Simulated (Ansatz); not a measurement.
`CBN[SiH2]C` → `CBN` + `C[SiH]` at 400 K and 1 bar (silylene formation by 1,1-elimination).

Computed with Ansatz on PBE0-D4/def2-TZVP structures; ΔE is electronic, products minus reactants. CBS: MP2 limit from def2 TZ/QZ plus the TZ coupled-cluster correction, frozen cores. This one scheme is used for every species. One conformer a species, not always the lowest.

```tsv
species	CCSD(T)/CBS energy (Eh)	H − E (kJ/mol)	S (J/(mol·K))
`CBN[SiH2]C`	-450.78607	356.3	406.8
`CBN`	-121.21267	224.0	296.9
`C[SiH]`	-329.46712	128.7	279.3
```

H − E and S are ideal-gas, rigid-rotor, harmonic terms from PBE0-D4/def2-TZVP, for one conformer and one mirror image of each species. 1 Eh = 2625.50 kJ/mol, R = 8.31446 J/(mol·K).

Task: By hand: ΔE, ΔH, ΔS and ΔG.

Result: ΔE = (-121.21267) + (-329.46712) − (-450.78607) = 0.10628 Eh = 279.0 kJ/mol. Δ(H − E) = 224.0 + 128.7 − 356.3 = -3.6, so ΔH = 275.4 kJ/mol. ΔS = 296.9 + 279.3 − 406.8 = 169.4 J/(mol·K). ΔG = 275.4 − 400 × (169.4)/1000 = 207.6 kJ/mol.

Task: By hand: the equilibrium constant, and the temperature at which ΔG would vanish if ΔH and ΔS stayed fixed.

Result: log₁₀ K = −ΔG/(RT ln 10) = -27.1. ΔG = 0 at ΔH/ΔS = 1626 K.

The number of gas molecules changes by +1, which sets the sign of ΔS. A doubt of 5 kJ/mol in ΔE shifts log₁₀ K by 0.7 here. Other conformers and mirror images would add mixing entropy, several J/(mol·K) or more a flexible species. These are equilibria of isolated gas molecules and say nothing of rates. Largest T1 diagnostic: 0.012 (customary marks: 0.02 for closed shells, 0.045 for open ones).
